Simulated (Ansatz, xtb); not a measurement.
# Two isomers of C4H7ClGe

We compare X, `Cl/C=C/C=[CH]/[GeH3]`, a singlet, with Y, `C=C/C(Cl)=[CH]/[GeH3]`, a singlet. Both are isolated molecules in the gas phase, relaxed with B3LYP/def2-SVP; the shapes shown needn't be the lowest conformers.

X (Å):

```xyz
13

C    -0.7632    0.4820   -0.1009
C     0.3314    1.0327    0.4507
C     1.3143    1.7781   -0.3232
C     2.4247    2.3447    0.1941
Cl   -1.9452   -0.4086    0.8026
Ge    3.7292    3.3378   -0.8564
H    -0.9943    0.5538   -1.1668
H     0.5017    0.9226    1.5268
H     1.1101    1.8676   -1.3983
H     2.6052    2.2405    1.2722
H     3.8511    4.7889   -0.3412
H     3.2717    3.3519   -2.3299
H     5.1227    2.6791   -0.7563
```

Y (Å):

```xyz
13

C    -1.1263    1.4807    0.5053
C     0.1277    1.1197    0.1977
C     1.2429    2.0082   -0.1384
C     2.4859    1.5870   -0.4400
Cl    0.8892    3.7389   -0.1362
Ge    4.0169    2.7118   -0.8966
H    -1.4288    2.5300    0.5297
H    -1.8819    0.7277    0.7410
H     0.3961    0.0576    0.1829
H     2.6363    0.5012   -0.4229
H     4.3616    3.6650    0.2642
H     3.7298    3.5390   -2.1648
H     5.2142    1.7748   -1.1594
```

**Question.** Estimate E(Y) − E(X) at the level CCSD(T)/def2-SVP + ΔMP2/def2-TZVPP.

**Answer.** Too close to call at this level: CCSD(T)/def2-SVP + ΔMP2/def2-TZVPP gives E(Y) − E(X) = −0.066 eV.

Level by level:

```
                             level        geometry  E(Y) − E(X) (eV)  departure from the last row (eV)  job, with rough time for the two
                          GFN2-xTB        GFN2-xTB              −0.206                            −0.140              optimisation, 0.13 s
                         HF/STO-3G        GFN2-xTB              +0.026                            +0.092              single point, 0.52 s
                r2SCAN-D4/def2-SVP        GFN2-xTB              −0.045                            +0.021               single point, 3.2 s
                    B3LYP/def2-SVP  B3LYP/def2-SVP              −0.006                            +0.061                optimisation, 74 s
                       HF/def2-SVP  B3LYP/def2-SVP              −0.005                            +0.062           part of the CCSD(T) run
                      MP2/def2-SVP  B3LYP/def2-SVP              −0.095                            −0.028           part of the CCSD(T) run
                  CCSD(T)/def2-SVP  B3LYP/def2-SVP              −0.083                            −0.016                      single point
CCSD(T)/def2-SVP + ΔMP2/def2-TZVPP  B3LYP/def2-SVP              −0.066                                                  single point, 50 s
```

As drawn, both hold the same kinds of bond in the same numbers.

HF/STO-3G puts the two in the other order. B3LYP/def2-SVP, HF/def2-SVP find them nearly level. The largest departure from CCSD(T)/def2-SVP + ΔMP2/def2-TZVPP is that of GFN2-xTB, 0.140 eV. The last row adds to CCSD(T) the change of the MP2 difference between the two basis sets, here +0.016 eV.

With thermal terms from frequencies at re-optimised GFN2-xTB minima (ideal gas, soft modes damped towards free rotors, one conformer each, 298.15 K, 1 atm): on the last row, ΔE + ΔZPE = −0.053, ΔH = −0.064, ΔG = −0.027 eV.

The correlated steps freeze 18 core orbitals; the filled d shell of Ge is correlated, in a basis made for valence electrons. Codes used: Ansatz 0.2.0, xtb 6.7.1; the last row on 2 threads of Intel(R) Xeon(R) 6975P-C (Granite Rapids) on a shared host.
